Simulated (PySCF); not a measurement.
Mapped SMILES: `[F:1][C:2]([F:3])=[C:4]([F:5])[c:6]1[cH:7][cH:8][cH:9][o:10]1`. Hydrogens are named by the atom that carries them.

[PySCF 2.14: geometry: PBE0-D3(BJ)/def2-SVP; GIAO KT2/pcSseg-1 shieldings; relativity neglected; one computed conformer; isolated molecule]

Shifts are taken against calculated references (same method and geometry level): TMS for 13C (σref 183.22), 1H (σref 31.18); 19F (σref 138.57) vs CFCl3; H2O for 17O (σref 330.66).

```json
{"atoms": "C8", "nucleus": "13C", "count": "1", "δ (ppm)": "107.8"}
{"atoms": "F5", "nucleus": "19F", "count": "1", "δ (ppm)": "-232.8"}
{"atoms": "H(C9)", "nucleus": "1H", "count": "1", "δ (ppm)": "?"}
{"atoms": "C4", "nucleus": "13C", "count": "1", "δ (ppm)": "124.0"}
{"atoms": "C9", "nucleus": "13C", "count": "1", "δ (ppm)": "136.8"}
{"atoms": "C2", "nucleus": "13C", "count": "1", "δ (ppm)": "156.0"}
{"atoms": "C7", "nucleus": "13C", "count": "1", "δ (ppm)": "?"}
{"atoms": "F1", "nucleus": "19F", "count": "1", "δ (ppm)": "-138.4"}
{"atoms": "H(C7)", "nucleus": "1H", "count": "1", "δ (ppm)": "?"}
{"atoms": "C6", "nucleus": "13C", "count": "1", "δ (ppm)": "138.4"}
{"atoms": "O10", "nucleus": "17O", "count": "1", "δ (ppm)": "275.2"}
{"atoms": "H(C8)", "nucleus": "1H", "count": "1", "δ (ppm)": "?"}
{"atoms": "F3", "nucleus": "19F", "count": "1", "δ (ppm)": "-126.5"}
```

**Question.** Estimate the values marked ?.

**Answer.** 
- C7: 103.0 ppm, aromatic CH
- H(C9): 7.34 ppm, hydrogen on an aromatic CH next to the ring oxygen; ring-current deshielding
- H(C7): 6.48 ppm, hydrogen on an aromatic CH; ring-current deshielding
- H(C8): 6.46 ppm, hydrogen on an aromatic CH; it sits in the deshielding region of the aromatic ring current

Shifts are as computed. Against solution values, carbons near 30 ppm lie about +2 ppm off and those near 130 ppm about -5 ppm. Of 1211 compounds with measured shifts, 218 miss one by over three times the rms of a fit or turn the order of signals round; such compounds aren't used in these exercises. Unscaled 19F shifts against computed CFCl3 carry errors that often reach 10 to 50 ppm. Unscaled 17O shifts of doubly bonded oxygen tend to come out too high, by tens of ppm or more. Experimental scales use liquid or dissolved standards, which lie at an offset from isolated H2O (liquid H2O: subtract about 36 ppm).
